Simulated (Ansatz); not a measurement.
The same molecule with X = B, Al, Ga, In. Ansatz, PBE0-D4/def2-TZVP geometries, multiplicity 1. Each molecule was computed in one conformer, which needn't be the lowest.

Elements past krypton have def2 core potentials. Scalar relativity is left out up to krypton.

```tsv
X	molecule	mean X–N bond length / Å	HOMO energy (B3LYP/def2-TZVPP) / eV	LUMO energy (ωB97M-V/def2-TZVPP) / eV	LUMO energy (PBE0/def2-TZVPP) / eV
B	`[SiH3]N([SiH3])B(N([SiH3])[SiH3])N([SiH3])[SiH3]`	1.449	-7.62	1.22	-0.45
Al	`[SiH3][N]([SiH3])[Al]([N]([SiH3])[SiH3])[N]([SiH3])[SiH3]`	1.786	-7.55	0.53	-1.09
Ga	`[SiH3][N]([SiH3])[Ga]([N]([SiH3])[SiH3])[N]([SiH3])[SiH3]`	1.842	-7.47	0.45	-1.25
```

(1) Give the row for X = In, `[SiH3][N]([SiH3])[In]([N]([SiH3])[SiH3])[N]([SiH3])[SiH3]`. (Best estimate.)

Answers

(1) Computed: 
| X | molecule | mean X–N bond length / Å | HOMO energy (B3LYP/def2-TZVPP) / eV | LUMO energy (ωB97M-V/def2-TZVPP) / eV | LUMO energy (PBE0/def2-TZVPP) / eV |
| --- | --- | --- | --- | --- | --- |
| In | `[SiH3][N]([SiH3])[In]([N]([SiH3])[SiH3])[N]([SiH3])[SiH3]` | 2.034 | -7.40 | -0.21 | -2.00 |

From B to In the mean X–N bond length rises at each step, by 0.585 Å in all; the HOMO energy (B3LYP/def2-TZVPP) rises at each step, by 0.22 eV in all; the LUMO energy (ωB97M-V/def2-TZVPP) falls at each step, by 1.43 eV in all; the LUMO energy (PBE0/def2-TZVPP) falls at each step, by 1.55 eV in all. Bonds lengthen as the atom grows down the group.

B3LYP here is the variant with VWN-RPA as its local correlation; programs differ in this.
